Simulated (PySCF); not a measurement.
disulfane (H2S2), SMILES SS.

Geometry: B3LYP-D3(BJ)/def2-TZVP.

Lowest vertical singlet excitation by several levels in PySCF, with rough processor times relative to the cheapest run on one machine. Each run also gave further roots (ADC and EOM-CCSD ionised and attached states too); roots are paired by order and the bases differ. EOM-CCSD serves as a yardstick, not as the true value; all levels that ended soundly for this molecule are listed, with differences from unrounded values.

| level | relative cost |
|---|---|
| TDA-PBE/def2-TZVPD | 1 |
| TDA-B3LYP/def2-TZVPD | 2 |
| EOM-CCSD/aug-cc-pVDZ | 3 |
| ADC(2)/aug-cc-pVDZ | 4 |

Give S1 at each level and its distance from EOM-CCSD. (The exact figures need the calculation; the answer reports its results.)


```json
[
 {"level": "TDA-PBE/def2-TZVPD", "S1 (eV)": "4.45", "S1 minus EOM-CCSD (eV)": "-0.50"},
 {"level": "TDA-B3LYP/def2-TZVPD", "S1 (eV)": "4.62", "S1 minus EOM-CCSD (eV)": "-0.32"},
 {"level": "EOM-CCSD/aug-cc-pVDZ", "S1 (eV)": "4.95", "S1 minus EOM-CCSD (eV)": "0.00"},
 {"level": "ADC(2)/aug-cc-pVDZ", "S1 (eV)": "5.00", "S1 minus EOM-CCSD (eV)": "0.05"}
]
```
